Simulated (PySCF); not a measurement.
Species: Si5H10.
Structure used (PBE0-D3(BJ)/def2-SVP), in Å, numbered top down from 1:
```
atom  x, y, z in Å
Si1    0.8751    1.2973    1.2597
Si2    1.8776   -0.6311    0.3324
Si3    0.2718   -1.7067   -1.0283
Si4   -1.7107   -0.4215   -0.9703
Si5   -1.3162    1.4679    0.3917
H6     0.8277    1.1838    2.7519
H7     1.6703    2.5153    0.9053
H8     2.3302   -1.5530    1.4218
H9     3.0713   -0.2484   -0.4862
H10    0.0048   -3.0885   -0.5175
H11    0.7758   -1.8127   -2.4340
H12   -2.8359   -1.2343   -0.4093
H13   -2.0856    0.0101   -2.3540
H14   -1.4535    2.7211   -0.4160
H15   -2.3116    1.5167    1.5089
```

The closed-shell ground state was solved at several levels (PySCF, density fitting, gas phase, non-relativistic). The dipole stays under 0.02 D at every level.

| level | basis functions | HOMO (eV) | LUMO (eV) | gap (eV) |
| --- | --- | --- | --- | --- |
| KT3/pcSseg-2 | 355 | -6.88 | -2.17 | 4.71 |
| PBE0/pcSseg-1 | 170 | -7.93 | -1.43 | 6.50 |

(1) What might PBE0/def2-SVPD (200 basis functions) give for the same quantities?

(2) Over all these levels, which gives the widest orbital gap and which the narrowest?

## Answers

(1) HOMO -7.82 eV, LUMO -1.44 eV, gap 6.38 eV.

(2) PBE0/pcSseg-1 (global hybrid, 25 % exact exchange) has the widest, 6.50 eV, and KT3/pcSseg-2 (GGA) the narrowest, 4.71 eV. Functional and basis both differ between the two, so the spread mixes both effects.
